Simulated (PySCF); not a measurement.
From one molecule to another.

First species: GeH2MeF, CH5FGe.
SMILES: `[H][Ge]([H])([CH3])[F]`

Second species: C5H9BF2OSi.
Z-matrix (Å and degrees, PBE0-D3(BJ)/def2-SVP geometry), rows numbered from 1:
```
F 
B   1  1.3193
F   2  1.3200  1  116.67
C   2  1.5508  1  122.41  3   179.65
C   4  1.5589  2  125.66  1  -118.65
C   5  1.5457  4   73.65  2  -177.75
O   6  1.3712  5  127.63  4   177.78
Si  7  1.6740  6  123.92  5    61.43
C   6  1.5336  5   87.97  4    44.64
C   6  1.5461  5   88.00  4   -43.80
H   5  1.1016  4  115.88  2    69.32
H   5  1.1005  4  116.33  2   -65.48
H   8  1.4860  7  105.98  6  -179.43
H   8  1.4947  7  110.83  6    60.77
H   8  1.4951  7  110.65  6   -59.81
H   9  1.1002  4  116.35  2    64.87
H   9  1.1007  4  116.11  2   -70.42
H  10  1.1015  4  116.22  2   -66.66
H  10  1.1006  4  116.50  2    68.30
```

Levels: B3LYP/def2-SVPD for dipole moment, HOMO energy, LUMO energy, HOMO–LUMO gap, static isotropic polarisability and electronic spatial extent ⟨r²⟩ about the centre of nuclear charge; TDDFT B3LYP/def2-SVPD for lowest singlet excitation; TDA B3LYP/def2-SVPD for lowest triplet excitation (Tamm–Dancoff); ΔSCF B3LYP/def2-SVPD for vertical ionisation energy; PBE0-D3(BJ)/def2-SVP for rotational constant A and rotational constant C. Geometries: PBE0-D3(BJ)/def2-SVP. All species are isolated and taken at one optimised geometry, non-relativistic unless stated. Electronic properties by PySCF.

The conformers computed, where there is a choice (atom-mapped SMILES and torsion angles):
- `[F:1][B:2]([F:3])[C@:4]12[CH2:5][C@:6]([O:7][SiH3:8])([CH2:9]1)[CH2:10]2`: F1–B2–C4–C5 -119°, C5–C6–O7–Si8 61°

(1) Which of the two has the higher S1 energy, and by how much?

(2) Which has the higher rotational constant C?

(3) Which of the two has the higher T1 energy, and by how much?

(4) Which of the two has the higher rotational constant A, and by how much?

(5) Which has the higher static isotropic polarisability?

(6) Which has the higher HOMO–LUMO gap?

(7) Which of the two has the higher vertical ionisation energy, and by how much?

(8) Which has the higher LUMO energy?

Results:

(1) The first: 7.62 eV against 6.67 eV, a difference of 0.95 eV.

(2) The first: 4.569 GHz against 0.495 GHz, a difference of 4.074 GHz.

(3) The first: 7.29 eV against 6.55 eV, a difference of 0.74 eV.

(4) The first: 13.442 GHz against 3.242 GHz, a difference of 10.200 GHz.

(5) The second: 97.5 au against 44.2 au, a difference of 53.3 au.

(6) The first: 8.82 eV against 7.48 eV, a difference of 1.34 eV.

(7) The first: 11.42 eV against 9.95 eV, a difference of 1.47 eV.

(8) The first: -0.11 eV against -0.46 eV, a difference of 0.35 eV.

On the first: S1 lies 1.20 eV below the HOMO–LUMO gap; its leading configuration is HOMO→LUMO, weight 0.98. The ΔSCF ionisation energy exceeds −ε(HOMO) by 2.49 eV with B3LYP. Relativistic effects, spin–orbit coupling among them, are left out although an element past zinc is present.

On the second: S1 lies 0.81 eV below the HOMO–LUMO gap; its leading configuration is HOMO→LUMO, weight 0.94. The polarisability is 14.45 Å³ as a volume (1 au = 0.148185 Å³), or 1.16 au for each of the 84 electrons.
